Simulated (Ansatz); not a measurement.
Telling isomers of C2H8AlFSi apart by their spectra

These gas-phase data were calculated for one isomer of C2H8AlFSi at B3LYP-D3(BJ)/def2-SVP (harmonic, unscaled wavenumbers; equilibrium rotational constants with average atomic masses):

| Quantity | Value |
| --- | --- |
| rotational constants | 4.498, 1.797, 1.386 GHz |
| all wavenumbers above 1500 cm⁻¹ | 3130, 3121, 3090, 3032, 3024, 2199, 2181, 1969 |

Candidates:

(1) `[CH3][Al]([F])[CH2][SiH3]`, a singlet
(2) `C[SiH2][CH2][AlH][F]`, a singlet

Which structure fits?

Candidate (2). The band at 1969 cm⁻¹ lies where the Al–H stretch is expected; (1) has no mode between 1700 and 2050 cm⁻¹.

The same quantities for all candidates:

```
     rotational constants (GHz)                     wavenumbers above 1500 cm⁻¹  E above the lowest, B3LYP-D3(BJ)/def2-SVP (kcal/mol)
(1)            4.4, 1.509, 1.26  3119, 3100, 3097, 3029, 3020, 2213, 2211, 2205                                                   0.0
(2)         4.498, 1.797, 1.386  3130, 3121, 3090, 3032, 3024, 2199, 2181, 1969                                                   1.3
```

Each candidate is one conformer. Programs: Ansatz 0.2.0.
